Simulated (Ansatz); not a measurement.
`O[Si]1(Cl)BN1`, 8 atoms. Charge 0, multiplicity 1. All runs use 2 threads of an AMD EPYC 9R45 on a shared host. Correlated methods freeze the cores.

Problem. How many basis functions does each run have, and how long does it take in Ansatz? RKS PBE0-D4/def2-TZVP relaxation (10 steps); RKS ωB97M-V/def2-TZVPP energy and forces; RKS SPW92 (LDA)/def2-TZVPP energy; RKS PBE0-D4/def2-SVP energy; RKS LC-ωPBE/def2-TZVPP energy; RKS ωB97M-V/def2-SVP energy; RHF-CCSD(T)/def2-TZVPP energy; RKS PBE0-D4/def2-QZVPP energy; RKS PBE0-D4/def2-TZVP frequencies; RHF-MP2/def2-QZVPP energy; RKS ωB97M-V/def2-QZVPP energy; RHF-CCSD(T)/def2-SVP energy. (An estimate is asked.)

Solution. Ansatz gave: Other jobs shared the machine, so times are rough.

```
                     level                    job  functions  wall time  peak host memory (GiB)
      RKS PBE0-D4/def2-SVP                 energy         93      0.6 s                    0.19
RKS SPW92 (LDA)/def2-TZVPP                 energy        219      0.7 s                    0.28
    RKS LC-ωPBE/def2-TZVPP                 energy        219      1.4 s                    0.38
      RHF-CCSD(T)/def2-SVP                 energy         93      1.9 s                    0.34
      RKS ωB97M-V/def2-SVP                 energy         93      2.2 s                    0.28
    RKS PBE0-D4/def2-QZVPP                 energy        401      4.4 s                     1.2
    RKS ωB97M-V/def2-TZVPP      energy and forces        219      5.5 s                    0.73
        RHF-MP2/def2-QZVPP                 energy        401        9 s                     1.9
    RKS ωB97M-V/def2-QZVPP                 energy        401       10 s                     1.4
     RKS PBE0-D4/def2-TZVP  relaxation (10 steps)        185       21 s                    0.46
    RHF-CCSD(T)/def2-TZVPP                 energy        219       36 s                     3.3
     RKS PBE0-D4/def2-TZVP            frequencies        185       65 s                    0.46
```

LC-ωPBE has ω = 0.4 bohr⁻¹.
